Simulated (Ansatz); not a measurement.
Correlation energies of C2H6BFS, SMILES `BCC(F)S` by basis set

Z-matrix (Å, degrees):
```
B
S 1 2.147
C 1 1.621 2 84.5
H 1 1.198 2 108.0 3 -121.4
H 1 1.204 2 100.2 3 115.6
C 2 1.850 1 69.4 3 -22.6
H 2 1.346 1 93.9 3 70.3
H 3 1.094 1 111.7 2 -86.2
H 3 1.092 1 118.3 2 146.0
F 6 1.362 2 112.7 1 151.1
H 6 1.093 2 103.7 1 -91.5
```

Total charge 0; spin multiplicity 1. The geometry is a stationary point of PBE0-D4/def2-TZVP. It is one conformer, not always the lowest. Frozen core, restricted reference, Ansatz 0.2.0. CBS rows extrapolate triple and quadruple zeta; past MP2 they add the triple-zeta difference.

```tsv
basis	HF (Eh)	MP2 corr.	CCSD corr.	(T)	CCSD(T) total
def2-TZVPP	-600.93695	-0.88808	-0.93296	-0.03817	-601.90808
def2-QZVPP	-600.95721	-0.95637	–	–	–
CBS(def2)	-600.96000	-1.00695	-1.05183	as TZ	-602.05000
```
